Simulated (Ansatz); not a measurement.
Ansatz (an electronic-structure program) input (B3LYP-D3(BJ)/def2-TZVP):

Ansatz 0.2 input:
```yaml
crystal:
  periodic: [false, false, false]
  atoms:
    - {symbol: C, position_ang: [-0.76289906, -0.52523262, -0.80485152]}
    - {symbol: N, position_ang: [0.35173253, 0.06547960, -0.06765240]}
    - {symbol: C, position_ang: [0.05768547, 0.45860352, 1.29054620]}
    - {symbol: C, position_ang: [1.54404078, 0.24477723, -0.58514325]}
    - {symbol: O, position_ang: [2.01771517, 0.00600303, -1.66919410]}
    - {symbol: H, position_ang: [-1.58265098, 0.19191014, -0.88142616]}
    - {symbol: H, position_ang: [-0.41657951, -0.78869225, -1.80125125]}
    - {symbol: H, position_ang: [-1.11563223, -1.42198305, -0.29182466]}
    - {symbol: H, position_ang: [0.94797276, 0.88703345, 1.74464947]}
    - {symbol: H, position_ang: [-0.26155247, -0.40792371, 1.87540077]}
    - {symbol: H, position_ang: [-0.74482085, 1.20103968, 1.30516910]}
basis:
  gaussian:
    orbitals: def2-TZVP
hamiltonian:
  xc: b3lyp
  dispersion: d3bj
magnetization: {spin_polarized: true, initial_magnetization: 1}
relax: {f_tol: 0.002, max_steps: 150}
```

End of the output:

```
reference -6747.30458430 eV, -247.9588699857 hartree; 20, 19 occupied and 171, 172 virtual orbitals, 1110 factors
relax step   5: F+E_penalty+E_count = -6747.64328782 eV  Δ(F+E_penalty+E_count) = -2.464e-5 eV  max|allowed force component| = 4.562e-3 eV/Å  Δτ_max = 0.0045 Å  (38 SCF iters, accepted)
these checks for a lower state are left out or cut short: starts, cluster_reference, orbital_swaps, neighbouring_geometries, increment
integrals: 0.09 GiB planned
1110 factors; their error is unknown
mean field: 1.16 GiB planned
mean field -6747.30431685 eV, -247.9588601572 hartree, gradient 1.3e-5 eV, S^2 0.753501; 0 other end points of the search recorded, 0 dependent functions left out
the calculation of the forces begins
reference -6747.30458363 eV, -247.9588699611 hartree; 20, 19 occupied and 171, 172 virtual orbitals, 1110 factors
relax step   6: F+E_penalty+E_count = -6747.64329123 eV  Δ(F+E_penalty+E_count) = -3.405e-6 eV  max|allowed force component| = 1.138e-3 eV/Å  Δτ_max = 0.0022 Å  (28 SCF iters, accepted)
integrals: 0.09 GiB planned
1110 factors; their error is unknown
mean field: 1.16 GiB planned
mean field evaluation 64: about -6747.3077 eV, gradient 8.9e-2 eV
mean field -6747.30431685 eV, -247.9588601572 hartree, gradient 1.7e-5 eV, S^2 0.753501; 1 other end points of the search recorded, 0 dependent functions left out
the calculation of the forces begins
reference -6747.30458363 eV, -247.9588699611 hartree; 20, 19 occupied and 171, 172 virtual orbitals, 1110 factors
Total energy: -6747.64355801 eV, -247.9713270397 hartree
Atom 0 at    -0.753564    -0.528348    -0.821819 Å, force    -0.000698    -0.000784    -0.000655 eV/Å
Atom 1 at     0.338007     0.068194    -0.054798 Å, force     0.000997     0.000885     0.001139 eV/Å
Atom 2 at     0.057662     0.467928     1.310779 Å, force    -0.000427     0.000344    -0.000563 eV/Å
Atom 3 at     1.548932     0.242970    -0.584903 Å, force    -0.000285    -0.001014    -0.000788 eV/Å
Atom 4 at     1.966899    -0.017877    -1.676257 Å, force    -0.000219     0.000261     0.000439 eV/Å
Atom 5 at    -1.586493     0.174232    -0.904407 Å, force     0.000140     0.000032     0.000346 eV/Å
Atom 6 at    -0.388806    -0.774768    -1.815200 Å, force     0.000186     0.000292     0.000028 eV/Å
Atom 7 at    -1.109494    -1.436724    -0.329563 Å, force     0.000243     0.000032    -0.000122 eV/Å
Atom 8 at     0.959056     0.891045     1.747147 Å, force    -0.000213    -0.000059     0.000093 eV/Å
Atom 9 at    -0.258692    -0.392721     1.906563 Å, force     0.000099     0.000212    -0.000190 eV/Å
Atom 10 at    -0.738496     1.217084     1.336881 Å, force     0.000177    -0.000202     0.000273 eV/Å
Dipole moment:    -0.672057    -0.032684     0.475181 e Å
```

It need not be the lowest isomer of its formula.
